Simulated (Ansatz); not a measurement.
The same path of Cl2GeH2O2 + H3P (11 atoms, charge 0, multiplicity 1) was run twice with different band settings. Lost on the way: Ge1–O2, P8–H11. Made: Ge1–P8, O2–H11.

All numbers below come from RKS PBE/def2-SVP in Ansatz.

Relaxed end points:

```xyz
11
Properties=species:S:1:pos:R:3
Ge -0.275 -0.524 -0.036
O -0.235 -0.526 1.735
H -1.057 -0.139 2.093
O 1.425 -0.464 -0.524
H 1.540 -0.856 -1.411
Cl -1.399 1.191 -0.734
Cl -1.212 -2.297 -0.852
P 1.361 3.186 1.307
H 2.578 3.203 2.081
H 1.964 2.386 0.271
H 0.881 2.011 1.990
```

```xyz
11
Properties=species:S:1:pos:R:3
Ge 0.141 0.704 -0.075
O 0.366 0.000 2.357
H 0.888 -0.748 1.990
O 1.289 -0.691 0.028
H 1.492 -0.982 -0.884
Cl 0.157 1.045 -2.265
Cl -1.918 -0.005 0.263
P 0.643 2.708 0.995
H 1.947 2.201 1.332
H 1.109 3.300 -0.235
H -0.542 -0.361 2.413
```

Common settings: movable images 7; climbing image yes; spring 5.0 eV/Å²; optimiser quadratic models (default); start path through a guess of the saddle point; iteration limit 60; end points relaxed.

| run | force threshold |
| --- | --- |
| 1 | 0.05 eV/Å |
| 2 | 0.2 eV/Å |

Task: What does each run give, and how far can it be trusted?

Result: Run 1: converged after 29 iterations, highest image 1.395 eV above the first end. Beside the main top the profile has a ripple of under 15 meV (maxima at images 2, 4), which may be a very shallow well or noise. Neighbouring images differ by up to 1.4 eV, so the band resolves the path poorly. A vibrational analysis at the climbing image gives one clearly imaginary mode, 1019i cm⁻¹: a first-order saddle point.
Run 2: converged after 23 iterations, highest image 1.397 eV above the first end. The threshold of 0.2 eV/Å is loose, so the images may lie well off the minimum-energy path. Neighbouring images differ by up to 1.3 eV, so the band resolves the path poorly. Another band between the same ends (7 images) ends at a top of the same energy, where a vibrational analysis finds 1 clearly imaginary mode.
The orbitals stay closed-shell, which can raise the energy where a bond breaks towards radicals; this wasn't checked here.
